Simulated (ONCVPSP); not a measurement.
## Logarithmic derivatives: titanium, ONCV

| Property | Result |
| --- | --- |
| Element | Ti |
| Generator | ONCVPSP 4.0.1 |
| Type | optimised norm-conserving Vanderbilt (ONCV) |
| Functional | LDA (Perdew-Wang 92) |
| Relativity | fully relativistic |
| Frozen core | [Ne] |
| Valence charge | 12 |
| Reference configuration | 3s2 3p6 3d2 4s2 |
| Partial waves | 3s+4s: rc 1.50 bohr, ncon 3, nbas 7, qcut 8.1 1/bohr, 3 projectors, debl 3 Ha; 3p: rc 0.95 bohr, ncon 4, nbas 9, qcut 8.5 1/bohr, 2 projectors, debl 2.7 Ha; 3d: rc 1.30 bohr, ncon 3, nbas 8, qcut 12.1 1/bohr, 2 projectors, debl 1.6 Ha |
| Local potential | polynomial inside 0.80 bohr (lpopt 2, dvloc0 3 Ha) |
| Core correction | Teter function, fcfact 4.5, rcfact 1.35 |

Open shells are filled in proportion to 2j + 1.

The phase is arctan(r·R′/R) of the radial function R(r), unwrapped; energies in Ha, scanned from -4 to 5 Ha. A pole is an energy at which the radial function vanishes at the test radius. The pseudo phase is shifted by a multiple of π to meet the all-electron one at the reference energy, and phase errors are pseudo minus all-electron; the curves can meet again beyond the range given. Levels narrower than the energy grid can be missing from the lists of poles.

```csv
channel,radius (bohr),reference energy (Ha),"poles, all-electron","poles, pseudo",unbroken range about the reference energy with phases within 0.05 rad,phase error 1 Ha above the reference energy (rad)
s,1.53,-0.17,-1.56,-1.56,the whole range,+0.000
p3/2,0.96,-1.42,5.00,4.98,the whole range,-0.000
p1/2,0.96,-1.44,4.88,4.87,the whole range,-0.000
d5/2,1.32,-0.16,1.53,1.53,the whole range,+0.000
d3/2,1.32,-0.17,1.52,1.52,the whole range,+0.000
```

Phases in the s channel:

```
E (Ha)  all-electron  pseudo
 -3.98         0.990   0.990
 -3.74         0.883   0.883
 -3.50         0.712   0.712
 -3.26         0.414   0.414
 -3.02        -0.086  -0.086
 -2.78        -0.658  -0.658
 -2.54        -1.049  -1.049
 -2.30        -1.273  -1.273
 -2.06        -1.409  -1.409
 -1.82        -1.500  -1.500
 -1.58        -1.567  -1.567
 -1.34        -1.620  -1.620
 -1.10        -1.665  -1.665
 -0.86        -1.706  -1.706
 -0.62        -1.744  -1.744
 -0.38        -1.782  -1.782
 -0.14        -1.822  -1.822
  0.10        -1.864  -1.864
  0.34        -1.912  -1.912
  0.58        -1.968  -1.968
  0.82        -2.036  -2.036
  1.06        -2.122  -2.122
  1.30        -2.233  -2.233
  1.54        -2.384  -2.384
  1.78        -2.589  -2.589
  2.02        -2.861  -2.861
  2.26        -3.185  -3.185
  2.50        -3.506  -3.506
  2.74        -3.771  -3.771
  2.98        -3.970  -3.969
  3.22        -4.113  -4.113
  3.46        -4.219  -4.219
  3.70        -4.299  -4.299
  3.94        -4.361  -4.361
  4.18        -4.410  -4.410
  4.42        -4.451  -4.451
  4.66        -4.484  -4.484
  4.90        -4.513  -4.513
```
